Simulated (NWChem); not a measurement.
System meant: TiH2Cl2; SMILES [Cl][TiH2][Cl]

Here is an NWChem input.

```
start job
memory heap 200 mb stack 900 mb global 1100 mb
geometry units angstroms noautosym nocenter noautoz
  Ti     0.000000     0.000000    -0.597436
  Cl     1.890370     0.000000     0.477632
  Cl    -1.890370     0.000000     0.477632
  H      0.000000    -1.346296    -1.602985
  H      0.000000     1.346296    -1.602985
end
basis spherical
  Ti library def2-svp
  Cl library def2-svp
  H library def2-svp
end
dft
  xc m06-l
  iterations 150
end
property
  shielding 3 1 2 4
end
task dft property
```

End of the output:

```
 Vector   32  Occ=0.000000D+00  E=-1.403635D-01
              MO Center= -7.4D-08, -1.4D-09, -5.4D-01, r^2= 1.8D+00
   Bfn.  Coefficient  Atom+Function         Bfn.  Coefficient  Atom+Function
  ----- ------------  ---------------      ----- ------------  ---------------
    18      0.758009  1 Ti d  1              23      0.284463  1 Ti d  1
    12      0.258010  1 Ti px                42     -0.224732  2 Cl px
    60     -0.224732  3 Cl px                 9     -0.147871  1 Ti px
    39     -0.141402  2 Cl px                57     -0.141402  3 Cl px
    36     -0.080093  2 Cl px                54     -0.080093  3 Cl px

 center of mass
 --------------
 x =   0.00000000 y =   0.00000000 z =   0.04363530

 moments of inertia (a.u.)
 ------------------
         146.860460384890           0.000000000000           0.000000000000
           0.000000000000        1026.302507974338           0.000000000000
           0.000000000000           0.000000000000         905.535040784274

     Multipole analysis of the density
     ---------------------------------

     L   x y z        total         alpha         beta         nuclear
     -   - - -        -----         -----         ----         -------
     0   0 0 0     -0.000000    -29.000000    -29.000000     58.000000

     1   1 0 0      0.000001      0.000001      0.000001      0.000000
     1   0 1 0      0.000000      0.000000      0.000000      0.000000
     1   0 0 1     -0.050309      0.078850      0.078850     -0.208010

     2   2 0 0    -34.607779   -234.244184   -234.244184    433.880589
     2   1 1 0     -0.000000     -0.000000     -0.000000      0.000000
     2   1 0 1      0.000000      0.000000      0.000000      0.000000
     2   0 2 0    -33.449869    -23.197535    -23.197535     12.945200
     2   0 1 1     -0.000000     -0.000000     -0.000000      0.000000
     2   0 0 2    -33.214592    -53.653653    -53.653653     74.092714

          -----------------------------------------
          Chemical Shielding Tensors (GIAO, in ppm)
          -----------------------------------------

 ------------------------------------------------------------------------
  xm06: d2 not coded                    0
 ------------------------------------------------------------------------
 ------------------------------------------------------------------------
  current input line :
    22: task dft property
 ------------------------------------------------------------------------
 ------------------------------------------------------------------------
 This error has not yet been assigned to a category
 ------------------------------------------------------------------------
 For more information see the NWChem manual at https://nwchemgit.github.io

0: xm06: d2 not coded:Received an Error in Communication
```

Task: Find the fault in this run and fix the input.

Result: The program stopped with an error. Cause: this functional's second derivatives, which shieldings need, aren't coded here; the fix takes a hybrid GGA instead. This input runs:
```
start job
memory heap 200 mb stack 900 mb global 1100 mb
geometry units angstroms noautosym nocenter noautoz
  Ti     0.000000     0.000000    -0.597436
  Cl     1.890370     0.000000     0.477632
  Cl    -1.890370     0.000000     0.477632
  H      0.000000    -1.346296    -1.602985
  H      0.000000     1.346296    -1.602985
end
basis spherical
  Ti library def2-svp
  Cl library def2-svp
  H library def2-svp
end
dft
  xc pbe0
  iterations 150
end
property
  shielding 3 1 2 4
end
task dft property
```
It converges to -1770.23413 Ha (PBE0/def2-SVP, GIAO).
